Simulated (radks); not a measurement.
Values are calculated unless marked as measured or tabulated.
Problem. These are the eigenvalues of the occupied orbitals of an atom or ion with whole-number occupations (eV). Level of theory: non-relativistic Kohn-Sham, LDA (Slater exchange, Perdew-Wang correlation), spin-unpolarised, spherical densities, point nucleus (a radial shooting solver on a logarithmic mesh with Libxc functionals).

1s: -50135.81
2s: -12063.16

Which element is it, and in what charge state? The configuration may be excited.

Solution. Z = 62, samarium, charge +58: Sm58+ in [He] 2s2. The 1s level, -1842.5 hartree, gives Z - s = 60.7 by -(Z - s)^2/2, which with screening narrows Z to a few neighbours, and the depths must fix Z and the occupations together.
